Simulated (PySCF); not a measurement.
Species: `C(/O[SiH3])=C(\[SiH3])C1CC(=O)C1`. The columns A, B, C and D hold Mulliken, IAO, Hirshfeld and ESP-fitted charges (e) of one PBE0/pcSseg-1 density (PySCF), in a shuffled order. Coordinates in Å (GFN2-xTB); the density's dipole moment is (4.39, -0.52, -0.06) D.

```json
{"atom": "O1", "x": "-4.078", "y": "-0.415", "z": "-0.083", "A": "-0.242", "B": "-0.518", "C": "-0.335", "D": "-0.388"}
{"atom": "C2", "x": "-2.884", "y": "-0.491", "z": "-0.068", "A": "+0.166", "B": "+0.789", "C": "+0.197", "D": "+0.401"}
{"atom": "C3", "x": "-1.837", "y": "-0.699", "z": "-1.137", "A": "-0.081", "B": "-0.728", "C": "-0.137", "D": "-0.338"}
{"atom": "C4", "x": "-0.742", "y": "-0.566", "z": "-0.049", "A": "-0.031", "B": "+0.638", "C": "-0.294", "D": "-0.112"}
{"atom": "C5", "x": "0.182", "y": "0.599", "z": "-0.227", "A": "-0.120", "B": "-0.461", "C": "-0.481", "D": "-0.328"}
{"atom": "Si6", "x": "-0.469", "y": "2.366", "z": "-0.171", "A": "+0.299", "B": "+0.338", "C": "+0.500", "D": "+0.579"}
{"atom": "C7", "x": "1.483", "y": "0.388", "z": "-0.428", "A": "+0.029", "B": "+0.064", "C": "+0.296", "D": "+0.063"}
{"atom": "O8", "x": "2.040", "y": "-0.838", "z": "-0.480", "A": "-0.183", "B": "-0.332", "C": "-0.598", "D": "-0.587"}
{"atom": "Si9", "x": "3.583", "y": "-1.354", "z": "-0.451", "A": "+0.402", "B": "+0.600", "C": "+0.696", "D": "+0.880"}
{"atom": "C10", "x": "-1.843", "y": "-0.403", "z": "1.024", "A": "-0.081", "B": "-0.711", "C": "-0.149", "D": "-0.340"}
{"atom": "H11", "x": "-1.892", "y": "-1.672", "z": "-1.623", "A": "+0.057", "B": "+0.192", "C": "+0.154", "D": "+0.167"}
{"atom": "H12", "x": "-1.827", "y": "0.070", "z": "-1.908", "A": "+0.050", "B": "+0.213", "C": "+0.154", "D": "+0.161"}
{"atom": "H13", "x": "-0.155", "y": "-1.478", "z": "0.074", "A": "+0.034", "B": "-0.032", "C": "+0.127", "D": "+0.149"}
{"atom": "H14", "x": "-0.402", "y": "2.872", "z": "1.206", "A": "-0.080", "B": "-0.087", "C": "-0.068", "D": "-0.121"}
{"atom": "H15", "x": "0.359", "y": "3.208", "z": "-1.035", "A": "-0.075", "B": "-0.081", "C": "-0.084", "D": "-0.111"}
{"atom": "H16", "x": "-1.859", "y": "2.409", "z": "-0.629", "A": "-0.072", "B": "-0.068", "C": "-0.067", "D": "-0.114"}
{"atom": "H17", "x": "2.168", "y": "1.217", "z": "-0.569", "A": "+0.046", "B": "+0.138", "C": "+0.089", "D": "+0.129"}
{"atom": "H18", "x": "4.156", "y": "-1.132", "z": "0.878", "A": "-0.077", "B": "-0.117", "C": "-0.104", "D": "-0.145"}
{"atom": "H19", "x": "3.366", "y": "-2.754", "z": "-0.774", "A": "-0.070", "B": "-0.107", "C": "-0.103", "D": "-0.122"}
{"atom": "H20", "x": "4.387", "y": "-0.636", "z": "-1.442", "A": "-0.077", "B": "-0.119", "C": "-0.109", "D": "-0.146"}
{"atom": "H21", "x": "-1.840", "y": "0.542", "z": "1.565", "A": "+0.050", "B": "+0.201", "C": "+0.162", "D": "+0.157"}
{"atom": "H22", "x": "-1.906", "y": "-1.213", "z": "1.750", "A": "+0.057", "B": "+0.190", "C": "+0.155", "D": "+0.168"}
```

Problem. Which column most likely holds the ESP-fitted charges?

Solution. B. Σ q r misses the density's dipole by 0.05 D (B), 0.97 D (A), 1.13 D (D), 2.29 D (C). Charges fitted to the outside potential are the only set here that is tied to the molecule's multipoles.

Problem. And the Hirshfeld charges?

Solution. A. The mean sizes are 0.108 e (A), 0.230 e (C), 0.259 e (D), 0.306 e (B), and Hirshfeld charges are commonly the smallest of these schemes.

As computed, A = Hirshfeld, B = ESP-fitted, C = Mulliken, D = IAO. Hydrogens on carbon: Hirshfeld +0.03 to +0.06, ESP-fitted -0.03 to +0.21, Mulliken +0.09 to +0.16, IAO +0.13 to +0.17 e.

The IAO scheme counts the electrons in orthogonalised intrinsic atomic orbitals, a minimal basis polarised so that it spans the occupied orbitals exactly. The Hirshfeld scheme weights the molecular density at each point by an atom's share of the summed free-atom densities.

Isolated species at its GFN2-xTB geometry (one conformer only).

The values belong to the conformer `[O:1]=[C:2]1[CH2:3][CH:4](/[C:5]([SiH3:6])=[CH:7]\[O:8][SiH3:9])[CH2:10]1`: C3–C4–C5–Si6 63°, C5–C7–O8–Si9 -168°.
